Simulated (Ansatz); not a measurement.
The molecule CrPb, multiplicity 9 (lowest of 2S+1 = 1, 3, 5, 7, 9 at CCSD(T)/def2-TZVPP on PBE0 minima; our sources give no spin for the ground state, which may be another). No spin–orbit coupling. Cr is treated without relativity.

Constants: fifth-degree fit in 1/R to seven points, most abundant isotopes. Runs in def2 and cc sets follow the lowest solution found near the PBE0 minimum.

Correlated levels freeze the inner cores; with def2 sets outer-core shells near the valence are correlated too.

Run with Ansatz (Gaussian orbitals). Each number belongs to the level named beside it. In def2 rows elements past Kr take small-core potentials, without spin–orbit coupling.

### Question
What bond length and harmonic frequency does SVWN5/def2-TZVPP give?

### Answer
r_e = 2.759 Å, ω_e = 158 cm⁻¹.

### Question
What bond length and harmonic frequency does wB97X-V/def2-TZVPP give?

### Answer
r_e = 2.819 Å, ω_e = 146 cm⁻¹.

### Question
What bond length and harmonic frequency does CCSD(T)/def2-TZVPP give?

### Answer
r_e = 2.806 Å, ω_e = 150 cm⁻¹.

Ansatz is a first-principles code.
